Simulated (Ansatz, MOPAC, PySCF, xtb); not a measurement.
Diatomic SbN, closed-shell singlet (the spin of the measured ground state). No spin–orbit coupling.

The constants come from a fifth-degree fit in 1/R (seven points, main isotopes). In def2 and cc sets the state is the lowest found near the PBE0 minimum, followed along R. The singlet is held restricted.

Codes used: Ansatz (a first-principles code) with Gaussian orbitals; MOPAC for PM3 (differences of heats of formation); PySCF for 3-21G rows, LANL2DZ rows, STO-3G rows; xtb for the GFN methods. Values without a source in brackets are computed. In def2 rows elements past Kr take small-core potentials, without spin–orbit coupling.

```tsv
level	r_e (Å)	ω_e (cm⁻¹)	B_e (cm⁻¹)	ω_e x_e (cm⁻¹)	D_e (eV)	dipole (D)
PM3	1.830	1143	0.401	3.7	-	-
GFN1-xTB	1.810	936	0.410	3.6	-	-
GFN2-xTB	1.765	1012	0.431	5.5	-	-
HF/STO-3G	1.740	1128	0.443	1.7	-	1.50
HF/3-21G	1.827	1054	0.403	2.8	-	3.13
SVWN5/def2-TZVPP	1.815	931	0.408	3.5	5.11	3.58
PBE/def2-TZVPP	1.834	902	0.399	3.5	4.19	3.54
BP86/LANL2DZ	1.879	819	0.380	2.3	-	3.60
r2SCAN/def2-TZVPP	1.817	944	0.407	3.4	3.26	3.62
B97M-V/def2-TZVPP	1.815	949	0.408	3.5	3.52	3.74
B3LYP/LANL2DZ	1.853	866	0.391	2.5	-	3.90
B3LYP/def2-TZVPP	1.817	946	0.407	3.4	3.56	3.81
PBE0/def2-TZVPP	1.804	977	0.413	3.3	3.15	3.80
BHLYP/def2-TZVPP	1.788	1025	0.420	3.3	2.38	4.08
CAM-B3LYP/def2-TZVPP	1.794	1004	0.417	3.2	3.26	3.99
wB97X-V/def2-TZVPP	1.788	1027	0.420	3.1	3.37	4.01
wB97M-V/def2-TZVPP	1.792	1017	0.418	3.1	3.18	3.96
B2PLYP/def2-TZVPP	1.857	808	0.390	5.6	3.96	-
```

D_e counts from each atom's lowest state at the same level, without counterpoise or zero-point energy.

Correlated levels freeze the inner cores; with def2 sets outer-core shells near the valence are correlated too. Rows in 3-21G, LANL2DZ, STO-3G carry no dispersion term and start afresh at each structure; the Pople sets are all-electron and without relativity. LANL2DZ brings its own core potentials from Na on. The state that PM3 reach isn't checked.

Doubts at one or more of the structures used: a restricted determinant that unrestricted orbitals would lower (B2PLYP/def2-TZVPP).

Measured for the ground state: r_e 1.835 Å, ω_e 864.8 cm-1, ω_e x_e 4.75 cm-1, B_e 0.3988 cm-1, α_e 0.0026 cm-1 [NIST CCCBDB]. D_0 4.729 ± 0.87 eV (a handbook's tabulated 298 K bond energy less 3RT/2; such tables hold older values) [Luo, bond dissociation energies, CRC Handbook].
